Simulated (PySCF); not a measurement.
IrH₂: bend–stretch map

These are results of UPBE0/[Ir def2-TZVP with ECP60, H def2-TZVP], scalar-relativistic core potentials, density fitting, no spin–orbit coupling, PySCF, not measurements.

Rigid scan from the doublet minimum (Ir–H 1.539 Å (×2); H–Ir–H 89.8°). Coordinate: rows scale both bonds, columns set the H–Ir–H angle. Energies in kJ/mol from the minimum.

Rows run from the largest first scale (top) to the smallest, columns from the smallest angle to the largest. Lower edges of the bins (kJ/mol): '_' 0.0, '.' 2.4, ':' 6.3, '-' 12.5, '=' 22.2, '+' 37.6, '*' 62.1, '#' 100.8, '%' 162.2, '@' 259.5; top 414, each point printed twice.
```
++++**##%%%%@@
----++**%%%%@@
..::==**%%@@@@
__::==**%%@@@@
..--++**%%@@@@
--==++##%%@@@@
```

**Question.** Give the energies on the grid of the scan.

**Answer.** 
```csv
scale \ angle,90,105,120,135,150,165,180
0.94,21,30,60,120,220,351,414
0.97,5,14,42,99,193,312,369
1.00,0,8,35,89,176,285,336
1.03,4,11,36,87,169,267,314
1.06,15,21,45,93,170,258,300
1.10,39,44,66,110,180,256,292
```

The bond scale of lowest energy on the grid is 1.00 at 90°, 1.00 at 105°, 1.00 at 120°, 1.03 at 135°, 1.03 at 150°, 1.10 (edge) at 165°, 1.10 (edge) at 180°.

Other spin states or occupations of the open shell can lie lower. No spin–orbit coupling is included, which matters more the heavier the element.
